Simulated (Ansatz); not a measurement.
Reaction (hydrogenolysis of the Si–S bond): `O[SiH2][SiH2]S` + H₂ → `O[SiH2][SiH3]` + H₂S

Calculated with Ansatz (gas phase, PBE0-D4/def2-TZVP geometries, no zero-point term in ΔE). CBS: MP2 limit from def2 TZ/QZ plus the TZ coupled-cluster correction, frozen cores. This one scheme is used for every species. Functionals use def2-TZVPP. Each species was taken in one conformer, which may not be the lowest.

`O[SiH2][SiH2]S`:

```xyz
10

O     0.039    1.863   -0.887
Si    0.881    0.958    0.205
Si   -0.510   -0.834    0.799
S    -1.443   -1.424   -1.058
H    -0.573    1.366   -1.438
H     1.248    1.847    1.335
H     2.135    0.403   -0.384
H    -1.660   -0.418    1.641
H     0.176   -1.985    1.445
H    -0.292   -1.775   -1.659
```

H₂:

```xyz
2

H    -0.260    0.242   -0.113
H     0.260   -0.242    0.113
```

`O[SiH2][SiH3]`:

Cartesian coordinates in Å:
```
O -0.144 2.065 0.061
Si 0.212 0.623 0.787
Si -0.277 -1.216 -0.588
H 0.294 2.265 -0.768
H 1.651 0.552 1.176
H -0.612 0.587 2.021
H 0.113 -2.481 0.095
H 0.488 -1.119 -1.864
H -1.726 -1.277 -0.919
```

H₂S:

Cartesian coordinates in Å:
```
S -0.478 -0.308 0.245
H 0.342 -0.538 -0.791
H 0.136 0.846 0.545
```

```json
{"level": "CAM-B3LYP-D4", "ΔE (kJ/mol)": "31.8"}
{"level": "BLYP", "ΔE (kJ/mol)": "26.6"}
```

Task: What does CCSD(T)/CBS give? (An estimate is asked.)

Result: Computed: +39.9 kJ/mol. The listed levels differ from it by -8.1, -13.3 kJ/mol.

Largest T1 diagnostic among the species: 0.012.

From r2SCAN to r2SCAN0 (25 % exact exchange), in def2-TZVPP and without D4, ΔE moves by −3.3 kJ/mol. The D4 term adds +12.4 kJ/mol with B3LYP and +6.7 kJ/mol with PBE0; it sums over pairs of atoms, weighted by their polarisabilities, and B3LYP, whose exchange is more repulsive, gets the larger term. In def2-TZVPP, CCSD(T) changes the Hartree–Fock value by +21.1 kJ/mol (the triples alone add +5.8 kJ/mol) and MP2 by +31.6 kJ/mol.

B3LYP here is the variant with VWN-RPA as its local correlation; programs differ in this.
